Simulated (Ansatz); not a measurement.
## Cl3HSeTi: where a starting geometry ends

The starting geometry of this gas-phase singlet was optimised with GFN2-xTB.

```xyz
6

Cl   -0.8606   -1.3967    1.8311
Cl   -0.8810    1.4474   -0.0924
Cl   -0.5915   -1.4795   -1.8552
Se    2.2567   -0.1176    0.1727
Ti    0.1440   -0.8901    0.0385
H    -0.0676    2.4366   -0.0948
```

Problem. Predict what becomes of its bonds when it is optimised with PBE0-D4/def2-SVP.

Solution. It rearranges, giving a structure given below by its coordinates. Distances that change by over a tenth: Cl2–Ti5 (2.56 → 2.16 Å). Contacts that open: Cl2–H6 (1.28 → 3.54 Å). Contacts that close: Se4–H6 (3.46 → 1.48 Å).

The energy falls by 1.79 eV over 26 steps:

| step | E − E(last) (eV) |
| --- | --- |
| 1 | 1.792 |
| 4 | 1.400 |
| 7 | 1.211 |
| 9 | 0.899 |
| 12 | 0.123 |
| 15 | 0.036 |
| 18 | 0.023 |
| 20 | 0.004 |
| 23 | 0.001 |
| 26 | 0.000 |

Final geometry (Å):

```yaml
atoms:
  - { symbol: Cl, position_ang: [-0.6412, -1.1916, 1.8159] }
  - { symbol: Cl, position_ang: [-1.7804, 1.3495, -0.3627] }
  - { symbol: Cl, position_ang: [-0.5685, -1.7437, -1.7340] }
  - { symbol: Se, position_ang: [1.8255, 0.5036, -0.3664] }
  - { symbol: Ti, position_ang: [-0.4028, -0.3043, -0.1430] }
  - { symbol: H, position_ang: [1.5674, 1.3864, 0.7902] }
```

No frequencies were run, so the end isn't proven a minimum. Run with Ansatz 0.2.0, 2 min on 2 threads of Arm Neoverse V1, on a shared host.
